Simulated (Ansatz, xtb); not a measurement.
## H4O2SSi: which of two structures lies lower

We compare a, a singlet given by its coordinates, with b, `O[SiH2]OS`, a singlet. Both are isolated molecules in the gas phase, relaxed with PBE0-D3(BJ)/def2-SVP; the shapes shown needn't be the lowest conformers.

a (Å):

```csv
atom,x (Å),y (Å),z (Å)
O,1.0443,0.1104,-1.4223
O,0.5560,0.2555,1.1727
S,-1.7278,1.4077,-0.8071
Si,-0.3679,-0.0617,-0.0234
H,-1.2552,2.3515,0.0381
H,1.7325,0.3509,-0.7688
H,0.8645,0.9060,-1.9497
H,-0.8935,-1.3880,-0.4355
```

Close contacts (Å): O1–Si4 2.00, O2–Si4 1.54, S3–Si4 2.15, O1–H6 0.98, O1–H7 0.97, S3–H5 1.35, Si4–H8 1.48.

b (Å):

```tsv
atom	x (Å)	y (Å)	z (Å)
O	-1.3345	1.9818	-2.1687
O	-1.2929	-0.4177	-0.9464
S	-0.5548	-1.8962	-0.6464
Si	-0.4440	0.6051	-1.9881
H	-2.1964	1.8987	-2.5871
H	0.8430	1.0121	-1.3691
H	-0.2406	-0.1140	-3.2786
H	0.1525	-1.5274	0.4521
```

Q: Which of the two would you expect CCSD(T)/def2-TZVP electronic energies to favour?

A: Structure a; the calculation gives E(b) − E(a) = +1.25 kcal/mol.

Level by level:

```csv
level,geometry,E(b) − E(a) (kcal/mol),departure from the last row (kcal/mol),"job, with rough time for the two"
PBE0-D3(BJ)/def2-SVP,PBE0-D3(BJ)/def2-SVP,+7.39,+6.14,"optimisation, 31 s"
HF/def2-TZVP,PBE0-D3(BJ)/def2-SVP,−7.59,−8.84,part of the CCSD(T) run
MP2/def2-TZVP,PBE0-D3(BJ)/def2-SVP,+4.71,+3.46,part of the CCSD(T) run
CCSD(T)/def2-TZVP,PBE0-D3(BJ)/def2-SVP,+1.25,,"single point, 66 s"
```

HF/def2-TZVP puts the two in the other order. The largest departure from CCSD(T)/def2-TZVP is that of HF/def2-TZVP, 8.84 kcal/mol. Levels run at GFN2-xTB geometries aren't shown.

With harmonic frequencies from PBE0-D3(BJ)/def2-SVP (ideal gas, rigid rotor, one conformer each, 298.15 K, 1 atm): on the last row, ΔE + ΔZPE = −0.47, ΔH = −0.54, ΔG = −0.62 kcal/mol. The free energy reverses the electronic order.

The correlated steps freeze 12 core orbitals. Run with Ansatz 0.2.0; the last row on 2 threads of Arm Neoverse V1 on a shared host.
